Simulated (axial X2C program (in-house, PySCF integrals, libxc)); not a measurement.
**Worked dissociation energy of TcCl⁺: PBE0, spin-free**

All values were computed with an axial X2C code built on PySCF integrals. Spin-free means the one-electron spin-free X2C Hamiltonian. Basis: Tc dyall-cv3z [12s12p8d5f3g], Cl dyall-av3z [9s8p3d2f] (cores contracted in-house); Gaussian nuclei, density fitting, unrestricted open shells. Masses: Tc 98.907 u, Cl 34.969 u.

Molecular state: M_S = 5/2, Λ = 0 (beyond evenly filled blocks: σα, π+α, π-α, δ+α, δ-α).

| Quantity | Value |
| --- | --- |
| E(Tc+) (2M_S = 6, M_L = 0) | -4284.761297 hartree |
| E(Cl) (2M_S = 1, M_L = 0) | -461.434162 hartree |
| E(TcCl⁺) at Re | -4746.321688 hartree |
| ωe | 443.6 cm⁻¹ |
| ωexe | 1.18 cm⁻¹ |

(1) Work out De and D0.

The state is one determinant whose occupation by symmetry is held fixed; it was picked as the lowest of a PBE0 search that is not exhaustive. Dissociation energies refer to the lowest single-determinant-based atoms at the same level and basis.

Each atomic determinant is the lowest at this level and need not be a pure term. Totals compare only within one Hamiltonian and basis.

Results:

(1) De = -4284.761297 + (-461.434162) − (-4746.321688) = 0.12623 hartree = 3.435 eV. The zero-point energy is ωe/2 − ωexe/4 = 221 cm⁻¹ = 0.027 eV, so D0 = 3.407 eV.
